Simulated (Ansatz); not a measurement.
`[Cl][SnH]([Cl])[GeH3]` → `[Cl][SnH2][Cl]` + `[GeH2]`  (germylene loss)

Computed with Ansatz on PBE0-D4/def2-TZVP structures; ΔE is electronic, products minus reactants. CBS: MP2 limit from def2 TZ/QZ plus the TZ coupled-cluster correction, frozen cores. Functionals use def2-TZVPP. B3LYP here is the variant with VWN-RPA as its local correlation; programs differ in this. HSE06 is defined as in plane-wave codes. Elements past krypton have def2 core potentials. For Ge, Sn outer-core shells are correlated without core-valence functions, which leaves a few kJ/mol of doubt a bond. Scalar relativity is left out up to krypton.

```
             level  ΔE (kcal/mol)
        r2SCANh-D4           57.3
        r2SCAN0-D4           57.6
            r2SCAN           56.7
             B3LYP           47.7
           r2SCANh           56.8
             HSE06           54.4
  CCSD(T)/def2-SVP           51.3
CCSD(T)/def2-TZVPP           53.6
```

Question: What does CCSD(T)/CBS give? (Best estimate.)

Answer: Computed: +54.5 kcal/mol. The listed levels differ from it by 2.8, 3.1, 2.2, -6.8, 2.3, -0.1, -3.2, -0.9 kcal/mol.

Largest T1 diagnostic among the species: 0.012.

Leaving LDA and LC-ωPBE aside and taking each functional with its dispersion term where it has one, the values, not all of them listed here, spread over 9.1 kcal/mol, from BLYP-D4 to PBE-QIDH. LDA lies +9.5 kcal/mol from PBE without D4. In def2-TZVPP, CCSD(T) changes the Hartree–Fock value by +8.5 kcal/mol (the triples alone add +1.3 kcal/mol) and MP2 by +13.2 kcal/mol.

CCSD(T)/CBS has its own doubt, a few kJ/mol and more with outer-core shells, so smaller differences from it don't rank the levels.
